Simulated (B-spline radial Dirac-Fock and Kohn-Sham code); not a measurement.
Cr: computed levels beside tabulated edges

The computed values come from an atomic code on a B-spline grid: relaxed Dirac-Fock hole states (ΔSCF) with Breit and QED corrections and a finite nucleus. The model has no electron correlation.

Input file task.json (cfg lists n, l and occupation; rrms is the nuclear radius in fm):

```json
{"items": [{
  "Z": 24,
  "q": 0,
  "cfg": [[1, 0, 2], [2, 0, 2], [2, 1, 6], [3, 0, 2], [3, 1, 6], [3, 2, 5], [4, 0, 1]],
  "A": 52,
  "rrms": 3.6452,
  "do": ["binding"],
  "screen": [3, 2]
}]}
```

Run with: `python xray_run.py task.json out`

Two models are given for [Ar] 3d5 4s1. In the first the electron is removed to infinity. In the second it is placed in the 3d shell, so that the atom stays neutral; this mimics a hole screened by valence charge, or the onset of absorption below the ionisation limit. The tabulated edges (Elam, Ravel and Sieber, Radiat. Phys. Chem. 63, 121 (2002)) refer to the element in its standard state, with the Fermi level as zero for a metal.

```
     level  ionised (eV)  screened (eV)  tabulated (eV)
    K (1s)        5995.2         5989.2          5989.0
   L1 (2s)         704.2          697.6           696.0
L2 (2p1/2)         589.8          583.4           583.8
L3 (2p3/2)         581.4          574.9           574.1
M2 (3p1/2)         52.51          46.80           42.20
M3 (3p3/2)         51.54          45.87           42.20
```

Question: Which of the two models lies closer to the table on average?

Answer: The screened model lies closer: the mean absolute deviations are 7.9 eV (ionised) and 1.9 eV (screened). Screening lowers the levels by 6.1 eV on average.
